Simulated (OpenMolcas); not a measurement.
Rh4+ among 6 point charges of -1.7 e arranged as an octahedron (Oh).

```json
{"Program": "OpenMolcas 26.06", "Method": "CASSCF", "Basis": "ANO-RCC-VDZP [6s5p3d1f]", "Scalar Hamiltonian": "DKH2, point nucleus", "Active space": "5 electrons in 5 orbitals (4d)", "State averaging": "2S+1 = 6 even, 1 root; 2S+1 = 4 even, 24 roots; 2S+1 = 2 even, 75 roots", "Spin-orbit coupling": "state interaction with AMFI integrals over the reference wave functions"}
```

All point charges move together. At R = 1.94 Å |10Dq| is 6864 cm-1, and at R = 2.15 Å it is 4220 cm-1.

Problem. A third run gives 9698 cm-1. What distance was it run at?

Solution. With a power law R^-n the two known points give n = -ln(4220 / 6864) / ln(2.15 / 1.94) = 4.73. Then R = 1.94 × (6864 / 9698)^(1/4.73) = 1.803 Å. The run was at 1.8 Å, so the estimate is off by +0.003 Å.

Without dynamic correlation the repulsion within the d shell is too large (B by tens of per cent), so at a given field states of lower spin stand too high. Point charges give a weaker field than real ligands, and real ions of this kind are as a rule low spin; the high spin found here belongs to the model. This field is weak: 10Dq is about 9698 cm-1, while octahedral complexes of 4d ions of charge 3 and more, computed by the same method with explicit ligands, had a median near 25000 cm-1. Ground spin and moment need not be those of a real site (figures for R = 1.8; the like holds for R = 1.94, R = 2.15). This is an electrostatic model: the charges have no orbitals. No measured value stands beside these numbers.
